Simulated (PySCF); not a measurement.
Sn(H)(Me)(Et)2, SMILES C[CH2][SnH]([CH2]C)[CH3] at its GFN2-xTB optimised geometry (Å):

```
20

Sn    -1.5053     0.6233     0.0000
C     -2.2543    -0.3020     1.8369
C     -2.3609    -0.3730    -1.7775
C     -2.0211    -1.8475    -1.8573
C      0.7023     0.6233     0.0000
C      1.3076     1.3424     1.1886
H     -2.0385     2.2436     0.0000
H     -1.9480     0.2714     2.7038
H     -1.8606    -1.3085     1.9313
H     -3.3366    -0.3532     1.8230
H     -3.4397    -0.2399    -1.7405
H     -2.0031     0.1415    -2.6663
H     -0.9460    -1.9997    -1.9191
H     -2.3947    -2.3826    -0.9876
H     -2.4747    -2.2880    -2.7442
H      1.0447     1.0840    -0.9247
H      1.0339    -0.4143    -0.0126
H      0.9954     2.3826     1.2140
H      1.0077     0.8757     2.1229
H      2.3947     1.3135     1.1275
```

Level of theory: PBE0/def2-SVP, def2 effective core potentials past Kr run with PySCF. The core electrons that the potentials of Sn replace are not part of the density. Cells within 0.4 Å of a nucleus heavier than hydrogen are left out (blank, or x).

Map of the electron localisation function on the plane z = 0.0 Å:

```
|00000000000000000000000000000|
|00000000000000000000000000000|
|00000135642000000000000000000|
|00002799998300000000000000000|
|00028999999600000000000000000|
|00059999999710000000000000000|
|00179999999710000000000000000|
|00169999999610000000000000000|
|00048999997421000000000100000|
|00014787422223333321001110000|
|00001331244225755652001110000|
|000012227x751685x253100000000|
|000012247xx7169xxx44100000000|
|000012237xx61684xx65100000000|
|00000222355225779998400000000|
|00000122222223489999710000000|
|00000012222221279999930000000|
|00000001111100169999940000000|
|00000000000000039999820000000|
|00000000000000004887200000000|
|00000111000000000110000000000|
|00002677410000000000000000000|
|00015899720000000000000000000|
|00005899720000000000000000000|
|00002577410000000000000000000|
|00000122100000000000000000000|
|00000000000000000000000000000|
|00000000000000000000000000000|
|00000000000000000000000000000|
```
Scale: ten equal steps from 0.000 (start of '0') to 1.000 (end of '9'), in the order '0123456789'; x runs from -4.50 to 4.50, y from -4.50 (bottom) to 4.50 (top).
